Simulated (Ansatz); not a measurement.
Nudged elastic band run: BClH2OS

The input (input.yaml):

```yaml
crystal:
  periodic: [false, false, false]
  atoms:
    - { symbol: O, position_ang: [-0.152096, -0.435346, 1.740208] }
    - { symbol: S, position_ang: [-1.054809, -0.239617, 0.298504] }
    - { symbol: B, position_ang: [0.143783, 0.471284, -0.819205] }
    - { symbol: Cl, position_ang: [-0.409039, 0.905445, -2.437432] }
    - { symbol: H, position_ang: [0.192271, -1.354644, 1.703107] }
    - { symbol: H, position_ang: [1.279891, 0.652877, -0.485183] }
basis:
  gaussian: { orbitals: "6-31G*" }
hamiltonian:
  xc: pbe
  dispersion: d4
neb:
  order_check: false
  images: 7
  f_tol: 0.5
  max_iterations: 60
  initial_path: idpp
  final_atoms:
    - { symbol: O, position_ang: [-0.41107648, -1.28434333, 1.16580338] }
    - { symbol: S, position_ang: [0.75690706, -0.06124741, 0.94197327] }
    - { symbol: B, position_ang: [0.48320115, 0.60140582, -0.68698796] }
    - { symbol: Cl, position_ang: [-0.83488086, 0.11148057, -1.73964305] }
    - { symbol: H, position_ang: [-1.25868319, -0.81776738, 1.3400662] }
    - { symbol: H, position_ang: [1.26453333, 1.45047074, -1.02121283] }
```

Command:

```bash
$ ansatz run input.yaml --threads 1 --pin off --max-ram 2048MiB --backend cpu --events-out ev --progress --plain --runs-dir out
```

Output, in part (warnings, iteration lines, the closing report on the highest movable image, with atoms numbered from 0):

```
NEB end point (image 0): max|allowed force component| = 4.712e-3 eV/Å (the criterion of neb.relax_end_points is 1.000e-1)
NEB end point (image 8): max|allowed force component| = 9.676e-3 eV/Å (the criterion of neb.relax_end_points is 1.000e-1)
NEB iter   1: max|band force component| = 2.103e0 eV/Å  barrier→ = 1.1576 eV  barrier← = 1.2004 eV  Δτ_max = 0.1515 Å  (241 SCF iters)
NEB iter   2: max|band force component| = 1.401e0 eV/Å  barrier→ = 0.9689 eV  barrier← = 1.0117 eV  Δτ_max = 0.0784 Å  (224 SCF iters)
NEB iter   3: max|band force component| = 7.701e-1 eV/Å  barrier→ = 0.8810 eV  barrier← = 0.9238 eV  Δτ_max = 0.0848 Å  (198 SCF iters)
NEB iter   4: max|band force component| = 3.610e-1 eV/Å  barrier→ = 0.8399 eV  barrier← = 0.8827 eV  CI = image 4  Δτ_max = 0.0000 Å  (398 SCF iters)
Total energy: -26099.90314584 eV, -959.1537494599 hartree
Atom 0 at    -0.045355    -1.019017     1.340946 Å, force     0.179376    -0.072282     0.020412 eV/Å
Atom 1 at    -1.043320     0.267287     0.755628 Å, force    -0.314052     0.262192     0.089007 eV/Å
Atom 2 at     0.225299     0.800647    -0.503067 Å, force    -0.000963    -0.134584    -0.272714 eV/Å
Atom 3 at     0.064585     0.253194    -2.173633 Å, force     0.042420     0.088645     0.049281 eV/Å
Atom 4 at    -0.374385    -1.801943     0.844582 Å, force     0.110853     0.012397    -0.018148 eV/Å
Atom 5 at     1.173177     1.499831    -0.264456 Å, force    -0.017633    -0.156368     0.132161 eV/Å
Dipole moment:    -0.039607    -0.168657    -0.150180 e Å
```

The forces met the threshold. The threshold of 0.5 eV/Å is loose, so the images may lie well off the minimum-energy path. The order of the stationary point at the top wasn't checked.

Final band (atoms are numbered from 1 in the order of the input):

| image | path coordinate (Å) | energy (eV) | dihedral O1–S2–B3–H6 (°) |
| --- | --- | --- | --- |
| 0 | 0.00 | 0.00 | 2 |
| 1 | 0.47 | 0.10 | -19 |
| 2 | 0.94 | 0.36 | -40 |
| 3 | 1.41 | 0.66 | -61 |
| 4 | 1.89 | 0.84 | -82 |
| 5 | 2.36 | 0.78 | -105 |
| 6 | 2.83 | 0.47 | -129 |
| 7 | 3.31 | 0.10 | -155 |
| 8 | 3.78 | -0.04 | -177 |

The run took 64 s on 1 thread of Arm Neoverse V2, on a shared host, peak memory 0.12 GiB.
